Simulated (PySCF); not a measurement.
PySCF input for 1-bromo-1,1-dichloroethane (C₂H₃BrCl₂), SMILES C(Cl)(Br)(Cl)C, TDDFT-PBE/def2-SVPD. The structure is a stationary point at B3LYP-D3(BJ)/def2-SVP.

```python
import numpy as np
from pyscf import gto, scf, dft, tdscf

mol = gto.M(
    atom='''
    C    -0.69755987    1.78583380   -0.00000001
    C    -0.48430561    0.28553866   -0.00000000
    Cl   -1.22238376   -0.44356161   -1.46278160
    Cl   -1.22238376   -0.44356160    1.46278160
    Br    1.45460530   -0.10832504    0.00000000
    H    -0.24078685    2.22505029   -0.89736060
    H    -0.24078685    2.22505029    0.89736057
    H    -1.77737122    1.99413561   -0.00000001
    ''',
    basis='def2-SVPD',
    charge=0,
    spin=0,
    symmetry=True,
    max_memory=1600,
    verbose=4,
)
mf = dft.RKS(mol, xc='pbe').density_fit(auxbasis='def2-universal-jkfit')
mf.grids.level = 3
mf.conv_tol = 1e-9
mf.max_cycle = 100
mf.kernel()
mf.grids = dft.Grids(mol).set(level=1).build(with_non0tab=True)  # coarser grid for the response kernel
td = tdscf.TDDFT(mf)
td.singlet = True
td.nstates = 10
td.conv_tol = 1e-4
td.positive_eig_threshold = 1e-6
td.kernel(x0=td.get_init_guess(mf, 15))
td.analyze()
tt = tdscf.TDA(mf)
tt.singlet = False
tt.nstates = 4
tt.conv_tol = 1e-4
tt.positive_eig_threshold = 1e-6
tt.kernel(x0=tt.get_init_guess(mf, 9))
tt.analyze(verbose=3)
```

It prints:

```
PySCF version 2.14.0

[INPUT] verbose = 4
[INPUT] num. atoms = 8
[INPUT] num. electrons = 84
[INPUT] charge = 0
[INPUT] spin (= nelec alpha-beta = 2S) = 0
[INPUT] symmetry True subgroup None
[INPUT] Mole.unit = angstrom
[INPUT] Symbol           X                Y                Z      unit          X                Y                Z       unit  Magmom
[INPUT]  1 C     -0.697559870000   1.785833800000  -0.000000010000 AA   -1.318197109787   3.374736785991  -0.000000018897 Bohr   0.0
[INPUT]  2 C     -0.484305610000   0.285538660000   0.000000000000 AA   -0.915204963490   0.539589865375   0.000000000000 Bohr   0.0
[INPUT]  3 Cl    -1.222383760000  -0.443561610000  -1.462781600000 AA   -2.309970525516  -0.838209962271  -2.764256604053 Bohr   0.0
[INPUT]  4 Cl    -1.222383760000  -0.443561600000   1.462781600000 AA   -2.309970525516  -0.838209943374   2.764256604053 Bohr   0.0
[INPUT]  5 Br     1.454605300000  -0.108325040000   0.000000000000 AA    2.748805636341  -0.204704658033   0.000000000000 Bohr   0.0
[INPUT]  6 H     -0.240786850000   2.225050290000  -0.897360600000 AA   -0.455021200897   4.204735661484  -1.695765768975 Bohr   0.0
[INPUT]  7 H     -0.240786850000   2.225050290000   0.897360570000 AA   -0.455021200897   4.204735661484   1.695765712284 Bohr   0.0
[INPUT]  8 H     -1.777371220000   1.994135610000  -0.000000010000 AA   -3.358744827484   3.768370158142  -0.000000018897 Bohr   0.0

nuclear repulsion = 513.22460379162
point group symmetry = Cs
symmetry origin: [-3.14954343e-09 -4.49934767e-10 -2.24967400e-09]
symmetry axis x: [1.00000000e+00 1.38417331e-09 1.15062309e-09]
symmetry axis y: [ 1.38417331e-09 -1.00000000e+00  1.62418146e-09]
symmetry axis z: [-1.1506231e-09  1.6241818e-09  1.0000000e+00]
num. orbitals of irrep A' = 97
num. orbitals of irrep A" = 62
number of shells = 65
number of NR pGTOs = 263
number of NR cGTOs = 159
basis = def2-SVPD
ecp = {}


[settings echo left out]
init E= -3570.28707062391
HOMO (A") = -0.289649083670612  LUMO (A') = -0.0925763440275755  gap/eV = 5.36262
cycle= 1 E= -3571.00984093738  delta_E= -0.723  |g|= 0.492  |ddm|= 3.89
HOMO (A") = -0.253442108228723  LUMO (A') = -0.130315737759291  gap/eV = 3.35044
cycle= 2 E= -3570.82351253202  delta_E= 0.186  |g|= 1.02  |ddm|= 1.64
HOMO (A") = -0.252378400673668  LUMO (A') = -0.0825610449220742  gap/eV = 4.62097
cycle= 3 E= -3571.05604142715  delta_E= -0.233  |g|= 0.201  |ddm|= 1.21
HOMO (A") = -0.257394441112057  LUMO (A') = -0.0944893149676158  gap/eV = 4.43287
cycle= 4 E= -3571.06547401353  delta_E= -0.00943  |g|= 0.0475  |ddm|= 0.27
HOMO (A") = -0.260740589962827  LUMO (A') = -0.0952759004170542  gap/eV = 4.50252
cycle= 5 E= -3571.06606774468  delta_E= -0.000594  |g|= 0.0105  |ddm|= 0.0795
HOMO (A") = -0.259273989757095  LUMO (A') = -0.0940702434864349  gap/eV = 4.49542
cycle= 6 E= -3571.06610024254  delta_E= -3.25e-05  |g|= 0.00377  |ddm|= 0.0251
HOMO (A") = -0.259591942350815  LUMO (A') = -0.0942872586854415  gap/eV = 4.49817
cycle= 7 E= -3571.06610366722  delta_E= -3.42e-06  |g|= 0.000486  |ddm|= 0.00618
HOMO (A") = -0.259560265702337  LUMO (A') = -0.0942713401133388  gap/eV = 4.49774
cycle= 8 E= -3571.06610370933  delta_E= -4.21e-08  |g|= 0.000233  |ddm|= 0.00118
HOMO (A") = -0.259569201506403  LUMO (A') = -0.0942754648961692  gap/eV = 4.49787
cycle= 9 E= -3571.06610372706  delta_E= -1.77e-08  |g|= 3.01e-05  |ddm|= 0.000435
HOMO (A") = -0.259568441431532  LUMO (A') = -0.094275646073871  gap/eV = 4.49785
cycle= 10 E= -3571.06610372736  delta_E= -2.99e-10  |g|= 6.85e-06  |ddm|= 6.09e-05
HOMO (A") = -0.259568873425593  LUMO (A') = -0.0942761795588374  gap/eV = 4.49784
Extra cycle  E= -3571.06610372735  delta_E= 1.09e-11  |g|= 1.02e-05  |ddm|= 2.51e-05
converged SCF energy = -3571.06610372735
tot grids = 37744
Overwritten attributes  positive_eig_threshold  of <class 'pyscf.tdscf.rks.CasidaTDDFT'>


******** <class 'pyscf.tdscf.rks.CasidaTDDFT'> for <class 'pyscf.df.df_jk.DFSymAdaptedRKS'> ********
nstates = 10 singlet
deg_eia_thresh = 1.000e-03
wfnsym = None
conv_tol = 0.0001
eigh lindep = 1e-12
eigh level_shift = 0
eigh max_cycle = 100


Excitation energies (eV)
[4.71891148 4.96097171 5.26307932 5.54158532 5.69446437 5.89617893
 5.98757121 6.02940931 6.16960354 6.28203359]

** Singlet excitation energies and oscillator strengths **
Excited State   1:   A"      4.71891 eV    262.74 nm  f=0.0024
      42 -> 43        0.69891
Excited State   2:   A'      4.96097 eV    249.92 nm  f=0.0100
      41 -> 43       -0.69850
Excited State   3:   A"      5.26308 eV    235.57 nm  f=0.0047
      40 -> 43        0.69041
      42 -> 44       -0.10243
Excited State   4:   A'      5.54159 eV    223.73 nm  f=0.0136
      37 -> 43        0.13273
      39 -> 43        0.66722
      41 -> 44       -0.13805
      42 -> 45       -0.10578
Excited State   5:   A"      5.69446 eV    217.73 nm  f=0.0053
      38 -> 43        0.20077
      42 -> 44       -0.66717
Excited State   6:   A'      5.89618 eV    210.28 nm  f=0.0018
      37 -> 43       -0.18488
      41 -> 44       -0.66550
Excited State   7:   A'      5.98757 eV    207.07 nm  f=0.0012
      37 -> 43       -0.45775
      42 -> 45       -0.53060
Excited State   8:   A"      6.02941 eV    205.63 nm  f=0.0000
      38 -> 43       -0.66160
      41 -> 45        0.11626
      42 -> 44       -0.18875
Excited State   9:   A"      6.16960 eV    200.96 nm  f=0.0014
      38 -> 43       -0.10250
      40 -> 44        0.11216
      41 -> 45       -0.68688
Excited State  10:   A'      6.28203 eV    197.36 nm  f=0.0656
      37 -> 43       -0.44631
      39 -> 43        0.17536
      39 -> 44       -0.19960
      41 -> 44        0.15992
      42 -> 45        0.43126

** Transition electric dipole moments (AU) **
state          X           Y           Z        Dip. S.      Osc.
  1        -0.0000      0.0000      0.1440      0.0207      0.0024
  2        -0.2766     -0.0753      0.0000      0.0822      0.0100
  3         0.0000      0.0000      0.1908      0.0364      0.0047
  4        -0.3142     -0.0331     -0.0000      0.0998      0.0136
  5        -0.0000     -0.0000     -0.1948      0.0379      0.0053
  6         0.0498     -0.1010      0.0000      0.0127      0.0018
  7         0.0856      0.0265     -0.0000      0.0080      0.0012
  8        -0.0000      0.0000      0.0013      0.0000      0.0000
  9        -0.0000      0.0000      0.0946      0.0089      0.0014
 10        -0.6530      0.0048     -0.0000      0.4264      0.0656

** Transition velocity dipole moments (imaginary part, AU) **
state          X           Y           Z        Dip. S.      Osc.
  1         0.0000     -0.0000      0.0270      0.0007      0.0028
  2        -0.0500     -0.0165      0.0000      0.0028      0.0102
  3        -0.0000     -0.0000      0.0372      0.0014      0.0048
  4        -0.0646     -0.0056      0.0000      0.0042      0.0138
  5         0.0000      0.0000     -0.0436      0.0019      0.0060
  6         0.0100     -0.0262     -0.0000      0.0008      0.0024
  7         0.0179      0.0074     -0.0000      0.0004      0.0011
  8        -0.0000      0.0000     -0.0040      0.0000      0.0000
  9        -0.0000      0.0000      0.0217      0.0005      0.0014
 10        -0.1513      0.0032     -0.0000      0.0229      0.0662

** Transition magnetic dipole moments (imaginary part, AU) **
state          X           Y           Z
  1        -0.0310     -1.2601      0.0000
  2        -0.0000     -0.0000     -0.8232
  3        -0.3749      0.0240      0.0000
  4        -0.0000     -0.0000     -0.3520
  5         0.2988     -0.0992      0.0000
  6        -0.0000      0.0000     -0.1074
  7         0.0000      0.0000      0.5441
  8        -0.1083     -0.2714      0.0000
  9        -0.2827     -0.2645     -0.0000
 10        -0.0000     -0.0000     -0.0810
Overwritten attributes  positive_eig_threshold  of <class 'pyscf.tdscf.rks.TDA'>


******** <class 'pyscf.tdscf.rks.TDA'> for <class 'pyscf.df.df_jk.DFSymAdaptedRKS'> ********
nstates = 4 triplet
deg_eia_thresh = 1.000e-03
wfnsym = None
conv_tol = 0.0001
eigh lindep = 1e-12
eigh level_shift = 0
eigh max_cycle = 100


Excitation energies (eV)
[4.25586132 4.4069045  5.01377446 5.11688091]

** Triplet excitation energies and oscillator strengths **
Excited State   1:   A"      4.25586 eV    291.33 nm  f=0.0000
Excited State   2:   A'      4.40690 eV    281.34 nm  f=0.0000
Excited State   3:   A"      5.01377 eV    247.29 nm  f=0.0000
Excited State   4:   A'      5.11688 eV    242.30 nm  f=0.0000
```

Self-consistency was reached.
